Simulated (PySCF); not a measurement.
Structure problem from calculated spectra and properties.

Elements present: C, F, H, N and O. Monoisotopic mass: 151.0809 u.

| Quantity | Value |
| --- | --- |
| 13C NMR | chemical shifts (computed TMS as zero) by class: 154.1 (1 C), 130.6 (1 C), 35.2 (1 C), 35.1 (1 C), 24.5 (1 C), 8.7 (1 C) ppm [GIAO PBE0/pcSseg-1] |
| Dipole | 1.96 D [PBE0/pcSseg-1] |
| Rotational structure | rotational constants A, B, C: 2.420, 0.828, 0.704 GHz [GFN2-xTB] |
| 1H NMR | chemical shifts (computed TMS as zero) by class: 3.24 (3 H), 2.50 (3 H), 2.04 (2 H), 1.20 (3 H) ppm [GIAO PBE0/pcSseg-1] |
| NMR, other nuclei | isotropic shieldings of nuclei other than C and H, by class: -10 (1 N), 112 (1 O), 265 (2 F) ppm [GIAO PBE0/pcSseg-1] |

Gas-phase values; electronic properties from PySCF, density fitting. Levels stand in brackets. Isolated species at its GFN2-xTB geometry (one conformer only). GFN2-xTB frequencies show an imaginary mode (61i cm⁻¹), so this geometry is no minimum at that level. Each NMR value is the plain mean over a class of atoms that symmetry, rotation or inversion makes alike.

Question: Which formula fits the mass and the elements?

Answer: C6H11F2NO (calculated 151.0809). No other formula that holds each of these elements comes within 0.0003 u with a fitting electron parity and a possible valence count.

Question: Give a SMILES that accounts for the data.

Answer: Numbering: `[CH3:1][CH2:2][C:3]([F:4])([F:5])[O:6]/[C:7]([CH3:8])=[N:9]\[CH3:10]`. Its formula, C6H11F2NO, gives 1 degree of unsaturation: 0 rings and 1 π bond in the structure found. 6 carbons fall into 6 classes; from least to most shielded: C=N carbon [C7] (154.1 ppm), CF2 carbon [C3] (130.6 ppm), N-methyl carbon [C10] (35.2 ppm), chain CH2 carbon [C2] (35.1 ppm), methyl carbon [C8] (24.5 ppm), methyl carbon [C1] (8.7 ppm). Hydrogen classes from least to most shielded: 3 H on an N-methyl carbon, C10 (3.24 ppm), 3 H on a methyl carbon, C8 (2.50 ppm), 2 H on a chain CH2 carbon, C2 (2.04 ppm), 3 H on a methyl carbon, C1 (1.20 ppm). The other shieldings belong to: -10 ppm, C=N nitrogen [N9]; 112 ppm, oxygen bonded to 2 C [O6]; 265 ppm, fluorine of a CF2 group [F4/F5]. The optimised geometry has point group Cs and is an asymmetric top. Structure: `C(C)C(O/C(=N\C)C)(F)F`. The assignments are read from this structure; whether some other isomer fits the data as well wasn't checked.

The values belong to the conformer `[CH3:1][CH2:2][C:3]([F:4])([F:5])[O:6]/[C:7]([CH3:8])=[N:9]\[CH3:10]`: C1–C2–C3–F4 57°, C2–C3–O6–C7 180°, C3–O6–C7–C8 0°.
